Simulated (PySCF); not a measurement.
## CH7B2OP: core ionisation energies

Species: CH7B2OP.
Geometry (PBE0-D3(BJ)/def2-SVP, Å), atoms numbered from 1 in this order:
```
atom  x, y, z in Å
B1     2.9644    0.3514    0.6055
P2     1.5185    0.2264   -0.4961
B3    -0.1992    0.2525    0.2788
O4    -1.2144   -0.3658   -0.3402
C5    -2.5328   -0.3690    0.1495
H6     4.0371   -0.0685    0.2511
H7     2.8194    0.9485    1.6435
H8     1.6278   -0.7135   -1.5450
H9    -0.3487    0.8689    1.3119
H10   -2.6156    0.1872    1.0972
H11   -2.8562   -1.4085    0.3105
H12   -3.1979    0.0889   -0.5983
```

Computed, not measured: delta-SCF UKS SCAN, pcX-2 on the ionised atom, pcseg-1 elsewhere, spin-free X2C in PySCF 2.14.0. Each binding energy is the total energy of the core-ionised species, with the hole localised on one atom, minus that of the ground state; both are solved self-consistently, so orbital relaxation is included.

Give the core binding energies atom by atom.

| atom(s) | bonded to | level | binding energy (eV) | 2p1/2 (eV) | count |
| --- | --- | --- | --- | --- | --- |
| P2 | H and 2 B | P 2p3/2 | 135.92 | 136.81 | 1 |
| P2 | H and 2 B | P 1s | 2149.33 | – | 1 |
| B3 | O, H and P | B 1s | 196.35 | – | 1 |
| O4 | C and B | O 1s | 538.91 | – | 1 |
| C5 | O and 3 H | C 1s | 292.71 | – | 1 |

Give the binding energy of O 1s of O4 in hartree and in kJ/mol.

538.91 eV = 19.8046 Eh = 51997 kJ/mol.

Which effective nuclear charge Zeff reproduces each element's mean 1s value in the hydrogen-like formula E = 13.606 eV × Zeff²?

B (Z = 5): mean 196.4 eV, Zeff = 3.80, Z − Zeff = 1.20; C (Z = 6): mean 292.7 eV, Zeff = 4.64, Z − Zeff = 1.36; O (Z = 8): mean 538.9 eV, Zeff = 6.29, Z − Zeff = 1.71; P (Z = 15): mean 2149.3 eV, Zeff = 12.57, Z − Zeff = 2.43. Means run over the listed sites, weighted by atom count.

The list is incomplete; no value stands for B 1s of B1 (hole states with ⟨S²⟩ of 1 or more are left out). The 2p values aren't plain energy differences: one relaxed spin-free 2p hole is combined with a matrix within the shell (ground-state 2p orbital-energy differences and spin–orbit coupling). 2p3/2, the mean of its two sublevels, lies a third of the splitting below the shell's mean and 2p1/2 two thirds above it; the statistical areas are 2:1. 2p1/2 minus 2p3/2 (ligand field included): P 0.89 eV. Geometry: PBE0-D3(BJ)/def2-SVP, one conformer, isolated molecule.

Time: 53 s wall. Hardware: Arm Neoverse V1, one thread (shared host).
